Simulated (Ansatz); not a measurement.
Ansatz (an electronic-structure program) input:

Ansatz 0.2 input:
```yaml
crystal:
  periodic: [false, false, false]
  atoms:
    - {symbol: P, position_ang: [0.96137432, -0.43871587, 0.42963620]}
    - {symbol: P, position_ang: [-0.88563636, 0.31940383, -0.46907882]}
    - {symbol: H, position_ang: [1.69503628, 0.70692991, 0.00998309]}
    - {symbol: H, position_ang: [-1.04420076, 1.52255596, 0.26567279]}
    - {symbol: H, position_ang: [-1.78690483, -0.43980534, 0.31598352]}
basis:
  gaussian:
    orbitals: def2-TZVP
hamiltonian:
  xc: {name: HF}
magnetization: {spin_polarized: true, initial_magnetization: 1}
relax: {f_tol: 0.003, max_steps: 100}
```

Which total energy does the run end on?

-683.22018 Eh (HF/def2-TZVP). The basis has 92 functions.

It need not be the lowest isomer of its formula.
